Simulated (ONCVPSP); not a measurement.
**Ce (Z = 58): one change to an ONCV potential, before and after**

- Element: cerium (Ce)
- Generator: ONCVPSP 4.0.1
- Type: optimised norm-conserving Vanderbilt (ONCV)
- Functional: PBE
- Relativity: scalar-relativistic
- Frozen core: [Kr] 4d10
- Valence charge: 12
- Reference configuration: 4f1 5s2 5p6 5d1 6s1 (charge +1)
- Partial waves: 5s+6s: rc 2.75 bohr, ncon 4, nbas 9, qcut 4.8 1/bohr, 2 projectors; 5p: rc 1.95 bohr, ncon 3, nbas 6, qcut 5.1 1/bohr, 3 projectors, debl 1.6 Ha; 5d: rc 2.50 bohr, ncon 3, nbas 6, qcut 4 1/bohr, 3 projectors, debl 1.6 Ha; 4f: rc 1.80 bohr, ncon 4, nbas 8, qcut 11.1 1/bohr, 1 projector
- Local potential: polynomial inside 1.60 bohr (lpopt 5, dvloc0 -1 Ha)
- Core correction: Teter function, parameters optimised by the program

Change: s: qcut 3.1; p: qcut 3.3; d: qcut 2.6; f: qcut 7.1.

Cutoffs: the cutoffs (Ha) at which the residual kinetic energy of the hardest occupied pseudo-wave falls to 1 and 0.1 mHa per electron; they do not see the model core or the augmentation charge, which bear on the density cutoff. Errors are all-electron minus pseudo energies relative to the spin-unpolarised reference configuration.

Q: How do hardness, ghosts and transferability respond?

A: The potential gets harder (46 Ha and 50 Ha → 79 Ha and 98 Ha); the lowest positive-energy flag moves from s at 13.2 eV to s at 4.7 eV; of the 4 tests that both files solve, the error grows in 3 and shrinks in 0 by more than 15 % and 0.3 meV (median size 2.4 → 7.2 meV); neither file shows a bound ghost.

```tsv
quantity	base	changed
cutoff, loose	46 Ha	79 Ha
cutoff, tight	50 Ha	98 Ha
loose cutoff by channel	s 6.7 Ha, p 11 Ha, d 6.2 Ha, f 46 Ha	s 3.0 Ha, p 17 Ha, d 17 Ha, f 79 Ha
bound ghosts	none	none
GHOST(+) flags under 300 eV	s at 13.2 eV, p at 252.0 eV	s at 4.7 eV, d at 198.6 eV
error for 4f1 5s2 5p6 5d1 6s2, meV [ΔE -6.07 eV]	+0.4	+0.2
error for 4f1 5s2 5p6 5d1 6s0, meV [ΔE 11.08 eV]	-4.1	-5.9
error for 4f1 5s2 5p6 5d0 6s0, meV [ΔE 30.26 eV]	-0.7	+8.5
error for 4f1 5s2 5p5 5d1 6s2, meV [ΔE 21.79 eV]	-16	-21
s: phases at 2.79 bohr within 0.05 rad from the reference energy up to (Ha; the scan ends near 5)	0.4	0.1
p: phases at 1.99 bohr within 0.05 rad from the reference energy up to (Ha; the scan ends near 5)	to the end of the scan	to the end of the scan
d: phases at 2.54 bohr within 0.05 rad from the reference energy up to (Ha; the scan ends near 5)	to the end of the scan	to the end of the scan
f: phases at 1.83 bohr within 0.05 rad from the reference energy up to (Ha; the scan ends near 5)	0.5	0.2
rms error of d²Exc/dni dnj with the model core, mHa	1.79	2.87
```
